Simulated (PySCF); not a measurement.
This PySCF input asks for the NMR shieldings of `C#CCP(C)CCOC`, C7H13OP; the geometry comes from GFN2-xTB.

```python
import basis_set_exchange as bse
import numpy as np
from pyscf import gto, dft
from pyscf.prop import nmr

atoms = """
C     3.557775    1.740683   -0.515096
C     3.048854    0.753479   -0.066971
C     2.403401   -0.426298    0.449763
P     0.570839   -0.110192    0.745954
C     0.119347   -1.872984    1.079628
C     0.093108   -0.001045   -1.060168
C    -1.277163    0.653806   -1.093806
O    -1.999900    0.095553   -0.019787
C    -3.229658    0.723113    0.225097
H     4.021272    2.600811   -0.896380
H     2.850772   -0.696693    1.410628
H     2.531726   -1.259120   -0.250185
H    -0.962821   -1.960705    1.055249
H     0.561295   -2.546372    0.345329
H     0.471672   -2.140667    2.074886
H     0.056842   -1.000066   -1.500142
H     0.823132    0.606013   -1.597987
H    -1.803077    0.479220   -2.045692
H    -1.180086    1.740137   -0.950179
H    -3.093157    1.784478    0.465512
H    -3.894764    0.641403   -0.643713
H    -3.679820    0.214829    1.075540
"""
names = dict.fromkeys(["C", "P", "O", "H"], "pcSseg-1")
basis = {el: gto.basis.parse(bse.get_basis(n, elements=[el], fmt="nwchem")) for el, n in names.items()}
mol = gto.M(atom=atoms, basis=basis, charge=0, verbose=0)
mf = dft.RKS(mol, xc="PBE0")
mf.grids.level = 2
mf.grids.alignment = dft.numint.BLKSIZE   # the property module wants whole blocks of grid points
mf.conv_tol = 1e-9
mf.kernel()

calc = nmr.RKS(mf)   # GIAO
C = mf.mo_coeff
Co = C[:, mf.mo_occ > 0]
resp = mf.gen_response(singlet=True, hermi=2)
def vind(x):   # induced exchange potential for any number of trial vectors
    d = np.einsum("pi,xij,qj->xpq", C, 2 * x.reshape(-1, C.shape[1], Co.shape[1]), Co, optimize=True)
    return np.einsum("xpq,pi,qj->xij", resp(d - d.transpose(0, 2, 1)), C, Co, optimize=True).ravel()
mo1, _ = nmr.rhf.solve_mo1(calc, with_cphf=vind)
sigma = calc.kernel(mo1)
for i, s in enumerate(sigma):   # ppm
    print("%2d %-2s %9.2f" % (i, mol.atom_pure_symbol(i), np.trace(s) / 3))
```

**Question.** What does it print?

**Answer.** 
```
 0 C     112.58
 1 C      99.59
 2 C     164.15
 3 P     374.04
 4 C     165.51
 5 C     150.24
 6 C     112.77
 7 O     301.18
 8 C     126.21
 9 H      30.40
10 H      29.48
11 H      29.77
12 H      30.09
13 H      31.08
14 H      30.63
15 H      30.13
16 H      29.50
17 H      27.82
18 H      28.40
19 H      28.43
20 H      28.35
21 H      27.92
```

These numbers come from an equivalent density-fitted implementation of the same equations, which agrees with the script to about 0.01 ppm for H and up to a few tenths of a ppm for heavy atoms, so last digits may differ.

Size and cost of the density-fitted run: 225 basis functions, about 2.1 core-minutes.
